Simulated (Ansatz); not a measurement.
Saddle point of InH₅SO₂, closed shell (InH₃SO₂ ([OH][In]([OH])[SH]) + H₂ → InH₃O₂ ([OH][InH][OH]) + H₂S (still joined by a long In–S bond); bonds formed: In1–H6, S2–H5; bonds broken: H5–H6; bonds weakened to dative contacts: In1–S2), PBE0-D4/def2-TZVP structure:

In1  (0.107, -0.405, 0.207)
S2  (-0.102, 2.117, -0.461)
O3  (0.563, -0.795, 2.092)
O4  (0.904, -1.370, -1.322)
H5  (-1.330, 1.014, -0.326)
H6  (-1.745, 0.030, -0.121)
H7  (0.080, 1.774, -1.749)
H8  (0.058, -0.269, 2.717)
H9  (1.465, -2.096, -1.037)
(Å)

Energies are electronic, without zero-point energy. Barriers and step energies count from the start structure reached by relaxing down the imaginary mode; all methods use the PBE0-D4 structures, on which another method's saddle can fall below an end. Ansatz 0.2.0; basis: def2-TZVPP, with def2-QZVPP for the basis limit; cores frozen in the correlated methods. Filled d shells of the heavier atoms are correlated. Core potentials replace the inner electrons of the atoms past krypton. The def2 sets are not built for correlating such inner shells, so the correlated values are less sure here. B3LYP uses VWN-RPA correlation. Extrapolation: Hartree–Fock as exp(−7.88 √X), correlation as X^−2.97.

```
      method  barrier (kcal/mol)  step energy (kcal/mol)
       SPW92                   ?                   -0.37
      PBE-D4                   ?                    5.67
     BLYP-D4               32.18                    6.60
   r2SCAN-D4               30.36                    5.66
      B97M-V               30.08                    4.11
     PBE0-D4               31.22                    5.31
    B3LYP-D4               34.00                    5.96
  r2SCAN0-D4               32.66                    5.32
    BHLYP-D4               37.37                    5.51
CAM-B3LYP-D4               34.98                    4.40
     wB97X-V               35.98                    5.34
     wB97M-V               35.66                    5.21
      B2PLYP                   ?                    7.00
    PBE-QIDH               34.38                    6.09
  RPA on PBE               35.56                    6.24
          HF               45.95                    8.01
         MP2               36.66                    7.76
        CCSD               37.77                    5.96
     CCSD(T)               36.05                    6.27
```

Fill in the withheld barriers. (Judge from chemistry; the value comes from the calculation.)

Computed: PBE-D4 28.44; B2PLYP 35.64; SPW92 21.41 kcal/mol. Each is the energy of the saddle less that of the start structure, by the same method.

For comparison, the barrier by CCSD(T) at an estimated basis limit (MP2 extrapolated from triple and quadruple zeta, plus CCSD(T) − MP2 in triple zeta) is 35.74 kcal/mol.

No T1 diagnostic of these runs exceeds 0.017.

Labels in which every atom is bracketed show which atoms are joined, not bond orders.

For scale, one of the runs: CCSD(T)/def2-TZVPP, 224 basis functions, launched by `ansatz run in.yaml --threads 4 --pin off --events-out ev --progress --plain --max-ram 9574MiB`. Hardware: 4 CPU threads of an Intel Xeon, shared host. Wall time 3.1 min; peak host memory 4 GiB.
